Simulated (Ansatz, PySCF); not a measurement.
Stretching the B1–H2 bond in CH5BO (SMILES BOC) (multiplicity 1 held, fragments rigid). Energies count from the point at 1.192 Å.
Geometry at that point (charge 0, multiplicity 1):
```xyz
8

B     -0.2960     0.1129     1.2719
H     -1.1841     0.5267     1.9515
H      0.6968    -0.3789     1.7308
O     -0.4473     0.2180    -0.0567
C      0.5353    -0.2356    -0.9832
H      1.3962    -0.6649    -0.4663
H      0.0826    -0.9869    -1.6307
H      0.8558     0.6097    -1.5925
```

Unrestricted levels (U-) break spin symmetry where that is lower. Active spaces are followed from a long bond inwards. Curves can end on different states.

Cores are frozen in the correlated methods. Rows in 3-21G, 6-31G* carry no dispersion term and start afresh at each structure (6-31G* with six Cartesian d functions). MP2/6-31G* freezes PySCF's default core.

Run with Ansatz (a quantum-chemistry and plane-wave program); PySCF for 3-21G rows, 6-31G* rows. Each number belongs to the level named beside it.

Other levels give for the energy at R = 3.816 Å: U-PBE/cc-pVTZ 4.577; U-B3LYP/cc-pVTZ 4.735; U-wB97X-V/cc-pVTZ 4.819; FIC-MRCISD+Q on CASSCF(2,2)/cc-pVTZ 4.741 eV.

**Question.** What do these common cheap choices give for the same quantity: R-HF/3-21G, R-HF/6-31G*, U-HF/6-31G*, R-B3LYP/6-31G*, U-B3LYP/6-31G*, R-MP2/6-31G*?

**Answer.** R-HF/3-21G 8.019; R-HF/6-31G* 7.936; U-HF/6-31G* 3.901; R-B3LYP/6-31G* 6.217; U-B3LYP/6-31G* 4.811; R-MP2/6-31G* 6.161 eV. They span 3.901 to 8.019 eV.

Doubts at one or more of the structures used: a restricted determinant that unrestricted orbitals would lower (R-HF/3-21G, R-HF/6-31G*, R-B3LYP/6-31G*, R-MP2/6-31G*); a spin-contaminated determinant (U-HF/6-31G*, U-B3LYP/6-31G*, U-PBE/cc-pVTZ, U-B3LYP/cc-pVTZ, U-wB97X-V/cc-pVTZ).
